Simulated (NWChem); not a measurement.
System: TaNH2OCl2; SMILES [NH]=[Ta]([OH])([Cl])[Cl]

Here is an NWChem input.

```
start job
memory heap 200 mb stack 900 mb global 1100 mb
geometry units angstroms noautoz
  Ta    -0.115829     0.001378     0.000000
  N     -0.974827    -1.526134     0.000000
  H     -1.457383    -2.417188     0.000000
  Cl     1.152478     0.091286    -1.940459
  Cl     1.152478     0.091286     1.940459
  O     -1.406346     1.377887     0.000000
  H     -2.368445     1.385595     0.000000
end
basis spherical
  * library def2-svp
end
ecp
  Ta library def2-ecp
end
dft
  xc m06-2x
  grid fine
  iterations 150
  mulliken
end
task dft gradient
```

Excerpt of the output:

```
             Northwest Computational Chemistry Package (NWChem) 7.3.0
             --------------------------------------------------------

 CS  symmetry detected

                             Geometry "geometry" -> ""
                             -------------------------

 Output coordinates in angstroms (scale by  1.889725989 to convert to a.u.)

  No.       Tag          Charge          X              Y              Z
 ---- ---------------- ---------- -------------- -------------- --------------
    1 Ta                  73.0000    -0.18612016    -0.02635340     0.00000000
    2 N                    7.0000    -0.98332755    -1.58700418     0.00000000
    3 H                    1.0000    -1.42985365    -2.49664805     0.00000000
    4 Cl                  17.0000     1.07757523     0.11421707     1.94045900
    5 Cl                  17.0000     1.07757523     0.11421707    -1.94045900
    6 O                    8.0000    -1.53066694     1.29743099     0.00000000
    7 H                    1.0000    -2.49230422     1.26664722     0.00000000

 Effective nuclear repulsion energy (a.u.)    1061.1468261829

      Symmetry information
      --------------------

 Group name             Cs
 Group number              2
 Group order               2
 No. of unique centers     6

                                 NWChem DFT Module
                                 -----------------

 Summary of "ao basis" -> "ao basis" (spherical)
 ------------------------------------------------------------------------------
       Tag                 Description            Shells   Functions and Types
 ---------------- ------------------------------  ------  ---------------------
 Ta                         def2-svp                12       32   6s3p2d1f
 N                          def2-svp                 6       14   3s2p1d
 H                          def2-svp                 3        5   2s1p
 Cl                         def2-svp                 8       18   4s3p1d
 O                          def2-svp                 6       14   3s2p1d

      Symmetry analysis of basis
      --------------------------

        a'         68
        a"         38

            General Information
            -------------------
          SCF calculation type: DFT
          Wavefunction type:  closed shell.
          No. of atoms     :     7
          No. of electrons :    64
           Alpha electrons :    32
            Beta electrons :    32
          Charge           :     0
          Spin multiplicity:     1
          Use of symmetry is: on ; symmetry adaption is: on
          Maximum number of iterations: 150
          AO basis - number of functions:   106
                     number of shells:    46
          Convergence on energy requested:  1.00D-06
          Convergence on density requested:  1.00D-05
          Convergence on gradient requested:  5.00D-04

              XC Information
              --------------
                       M06-2X Method XC Functional
                     Hartree-Fock (Exact) Exchange  0.540
                        M06-2X Exchange Functional  1.000
                      M06-2X Correlation Potential  1.000

             Grid Information
             ----------------
          Grid used for XC integration:  fine
          Radial quadrature: Mura-Knowles
          Angular quadrature: Lebedev.
          Tag              B.-S. Rad. Rad. Pts. Rad. Cut. Ang. Pts.
          ---              ---------- --------- --------- ---------
          Ta                  1.45      141          10.0       974
          N                   0.65       70          10.0       590
          H                   0.35       60          11.0       590
          Cl                  1.00      123          11.0       770
          O                   0.60       70          11.0       590
          Grid pruning is: on
          Number of quadrature shells:   524
          Spatial weights used:  Erf1

      Superposition of Atomic Density Guess
      -------------------------------------

 Sum of atomic energies:       -1110.49958676

      Non-variational initial energy
      ------------------------------

 Total energy =   -1105.386770
 1-e energy   =   -2160.809628
 2-e energy   =     744.531963
 HOMO         =      -0.376576
 LUMO         =       0.006082

      Symmetry analysis of molecular orbitals - initial
      -------------------------------------------------

  Numbering of irreducible representations:

     1 a'          2 a"

  Orbital symmetries:

     1 a'          2 a"          3 a'          4 a'          5 a'
     6 a"          7 a'          8 a"          9 a'         10 a"
    11 a'         12 a"         13 a'         14 a'         15 a'
    16 a"         17 a'         18 a'         19 a'         20 a"
    21 a'         22 a'         23 a'         24 a"         25 a'
    26 a"         27 a'         28 a"         29 a'         30 a"
    31 a'         32 a"         33 a'         34 a'         35 a"
    36 a'         37 a"         38 a'         39 a'         40 a'
    41 a"         42 a'

     ---------------------------------------------
      Total Density - Mulliken Population Analysis
     ---------------------------------------------

    Atom       Charge   Shell Charges
 -----------   ------   -------------------------------------------------------
    1 Ta  13    10.56   0.03 -0.32  1.77  0.53  0.39  0.06  5.47  0.60  0.17  1.41  0.31  0.13
    2 N    7     8.14   1.99  1.09  0.56  2.74  1.75  0.01
    3 H    1     0.78   0.61  0.13  0.04
    4 Cl  17    17.52   2.00  1.99  1.23  0.73  5.94  2.20  3.42  0.01
    5 Cl  17    17.52   2.00  1.99  1.23  0.73  5.94  2.20  3.42  0.01
    6 O    8     8.85   1.99  1.11  0.66  3.13  1.96  0.00
    7 H    1     0.64   0.52  0.06  0.06

   convergence    iter        energy       DeltaE   RMS-Dens  Diis-err
 ---------------- ----- ----------------- --------- --------- ---------
 d= 0,ls=0.0,diis     1  -1107.9492910156 -1.42D+03  2.94D-02  2.25D+00
 d= 0,ls=0.0,diis     2  -1106.4288617216  1.52D+00  2.05D-02  1.63D+01
 d= 0,ls=0.0,diis     3  -1108.2394625401 -1.81D+00  2.63D-03  7.89D-02
 d= 0,ls=0.0,diis     4  -1108.2420475526 -2.59D-03  1.15D-03  5.97D-02
 d= 0,ls=0.0,diis     5  -1108.2476728770 -5.63D-03  2.50D-04  6.99D-04
  Resetting Diis
 d= 0,ls=0.0,diis     6  -1108.2477608356 -8.80D-05  9.02D-05  5.15D-05
 d= 0,ls=0.0,diis     7  -1108.2477681897 -7.35D-06  5.73D-05  1.25D-05
 d= 0,ls=0.0,diis     8  -1108.2477682022 -1.25D-08  2.92D-05  1.58D-05
 d= 0,ls=0.0,diis     9  -1108.2477702756 -2.07D-06  5.06D-06  6.73D-08
 d= 0,ls=0.0,diis    10  -1108.2477703002 -2.46D-08  1.89D-06  8.85D-08

         Total DFT energy =    -1108.247770300212
      One electron energy =    -2164.648269782360
           Coulomb energy =      824.832234259921
    Exchange-Corr. energy =      -79.322628790009
 Nuclear repulsion energy =      310.890894012236

 Numeric. integr. density =       63.999998857808

                  Occupations of the irreducible representations
                  ----------------------------------------------

                     irrep           alpha         beta
                     --------     --------     --------
                     a'               20.0         20.0
                     a"               12.0         12.0

                       DFT Final Molecular Orbital Analysis
                       ------------------------------------

 Vector   30  Occ=2.000000D+00  E=-3.888294D-01  Symmetry=a"
              MO Center=  9.0D-01,  1.6D-01,  4.4D-13, r^2= 5.0D+00
   Bfn.  Coefficient  Atom+Function         Bfn.  Coefficient  Atom+Function
  ----- ------------  ---------------      ----- ------------  ---------------
    62      0.391701  4 Cl px                80     -0.391701  5 Cl px
    59      0.281933  4 Cl px                77     -0.281933  5 Cl px
    64     -0.174024  4 Cl pz                82     -0.174024  5 Cl pz
    56      0.163138  4 Cl px                74     -0.163138  5 Cl px
    93      0.148196  6 O  pz                61     -0.132024  4 Cl pz

 Vector   31  Occ=2.000000D+00  E=-3.613303D-01  Symmetry=a'
              MO Center= -5.7D-01, -9.6D-01,  8.4D-14, r^2= 3.0D+00
   Bfn.  Coefficient  Atom+Function         Bfn.  Coefficient  Atom+Function
  ----- ------------  ---------------      ----- ------------  ---------------
    36      0.411394  2 N  px                39     -0.316010  2 N  px
    20      0.250005  1 Ta d  2              37     -0.218122  2 N  py
    16      0.171533  1 Ta d -2              40      0.169384  2 N  py
    63     -0.169379  4 Cl py                81     -0.169379  5 Cl py
    60     -0.121038  4 Cl py                78     -0.121038  5 Cl py

[...]

                         DFT ENERGY GRADIENTS

    atom               coordinates                        gradient
                 x          y          z           x          y          z
   1 Ta     -0.351716  -0.049801   0.000000    0.007154   0.011018   0.000000
   2 N      -1.858220  -2.999003   0.000000   -0.003842  -0.008157   0.000000
   3 H      -2.702032  -4.717981   0.000000   -0.000104   0.000141   0.000000
   4 Cl      2.036322   0.215839   3.666936   -0.001802  -0.000857  -0.001868
   5 Cl      2.036322   0.215839  -3.666936   -0.001802  -0.000857   0.001868
   6 O      -2.892541   2.451789   0.000000   -0.000305  -0.000933   0.000000
   7 H      -4.709772   2.393616   0.000000    0.000702  -0.000353   0.000000
```

Level: M06-2X/def2-SVP with def2 effective core potentials on Ta. Geometry: optimised at PBE0/def2-SVP. Not confirmed as a minimum by frequencies. def2 effective core potentials on Ta; no spin-orbit coupling.
